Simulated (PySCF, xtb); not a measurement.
W(O)(S)(Br)(OH) (BrHO₂SW), SMILES [Br][W](=[S])([OH])=[O], multiplicity 1. Other conformers were not sampled.

Harmonic wavenumbers (cm⁻¹) from GFN2-xTB (xtb) at its own minimum, in rising order: 97, 112, 138, 169, 196, 254, 418, 496, 516, 538, 880, 3490.

What does PBE0-D3(BJ)/def2-SVP (PySCF) give at its own minimum? (The exact figures need the calculation; the answer reports its results.)

117, 139, 188, 218, 229, 276, 314, 553, 571, 752, 1041, 3903. Paired by order, the mean absolute difference is 100 cm⁻¹ and the zero-point energies are 10.4 and 11.9 kcal/mol.
